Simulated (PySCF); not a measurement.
**Caesium: a sound run and one with changed settings**

Sound run: Cs [Xe] 6s1, Cs⁺ [Xe]. All numbers are calculated (PySCF 2.14, scalar relativity through the core potential, in def2-TZVP with the def2 core potential (46 electrons)). The sound run starts from symmetry-adapted Hartree-Fock orbitals and uses a fine grid where one is needed.

Changed run: initial guess minao, at most 5 SCF cycles. This setting is unsound on purpose.

| species | method | sound run (hartree) | changed run (hartree) | converged |
| --- | --- | --- | --- | --- |
| Cs | UHF | -19.85520 | -19.85520 | no |
| Cs | r2SCAN | -20.14855 | -20.14855 | no |
| Cs | M06-L | -20.11985 | -20.11985 | no |
| Cs⁺ | UHF | -19.72686 | -19.72686 | yes |
| Cs⁺ | r2SCAN | -20.00948 | -20.00948 | yes |
| Cs⁺ | M06-L | -19.99902 | -19.99902 | no |

The SCF was stopped early; the energies are upper bounds that still move, and correlated levels were skipped or rest on poor orbitals.
